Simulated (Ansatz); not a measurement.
Geometry optimisation, RKS BHLYP-D4/def2-SVP in Ansatz.

Input file:

```yaml
crystal:
  periodic: [false, false, false]
  atoms:
    - { symbol: Si, position_ang: [0.0, 0.0, 0.0] }
    - { symbol: Cl, position_ang: [0.0, 0.0, 2.13] }
    - { symbol: H, position_ang: [1.3768, 0.0, -0.4862] }
    - { symbol: O, position_ang: [-0.7913, 1.3709, -0.5594] }
    - { symbol: H, position_ang: [-1.7491, 1.1401, -0.7818] }
    - { symbol: O, position_ang: [-0.7913, -1.3709, -0.5594] }
    - { symbol: H, position_ang: [-1.2459, -1.8365, 0.2129] }
basis:
  gaussian: { orbitals: def2-SVP }
hamiltonian:
  xc: { name: BHLYP }
  dispersion: d4
relax:
  f_tol: 0.02
  max_steps: 40
```

Launched with:

```bash
$ ansatz run input.yaml --threads 1 --pin off --max-ram 2048MiB --backend cpu --events-out ev --progress --plain --runs-dir out
```

Task: Where does it end, and by what steps?

Result: The run converged. After 11 steps the energy has fallen by 0.314 eV; H7 moved furthest, 0.37 Å.

| step | energy less start (eV) | largest force component (eV/Å) | accepted |
| --- | --- | --- | --- |
| 0 | 0.0000 | 2.786 | yes |
| 1 | -0.2267 | 1.020 | yes |
| 2 | -0.2685 | 0.400 | yes |
| 3 | -0.2867 | 0.430 | yes |
| 4 | -0.2962 | 0.179 | yes |
| 5 | -0.2999 | 0.143 | yes |
| 6 | -0.3073 | 0.440 | yes |
| 7 | -0.3104 | 0.317 | yes |
| 8 | -0.3087 | 0.431 | no |
| 9 | -0.3135 | 0.061 | yes |
| 10 | -0.3108 | 0.271 | no |
| 11 | -0.3141 | 0.015 | yes |

```xyz
7
Properties=species:S:1:pos:R:3
Si -0.069 -0.016 -0.018
Cl -0.089 0.082 2.048
H 1.325 -0.048 -0.451
O -0.751 1.303 -0.686
H -1.698 1.410 -0.643
O -0.934 -1.341 -0.443
H -0.986 -2.085 0.149
```

Whether the end is a true minimum wasn't checked by a vibrational analysis.

The run took 56 s on 1 thread of Intel(R) Xeon(R) Platinum 8259CL CPU @ 2.50GHz (Skylake/Cascade Lake), with other jobs on the host, peak memory 0.17 GiB.
